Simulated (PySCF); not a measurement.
Computed with TPSSh-D3(BJ)/def2-TZVP // PBE-D3(BJ)/def2-SVP (PySCF 2.14.0). Gas-phase values, no solvent. 

Reference species: [Hf(F)4] (neutral, multiplicity 1).

```json
{
 "LUMO": "-1.21 eV",
 "HOMO": "-11.01 eV"
}
```

Changed species: [Hf(F)(H)3] (3 of 4 F replaced by H; the reference has 0 of 4 F replaced by H).

Task: Predict the effect on the LUMO and HOMO.

Result: the LUMO falls by 1.14 eV, to -2.35 eV; the HOMO increases by 3.05 eV, to -7.96 eV.
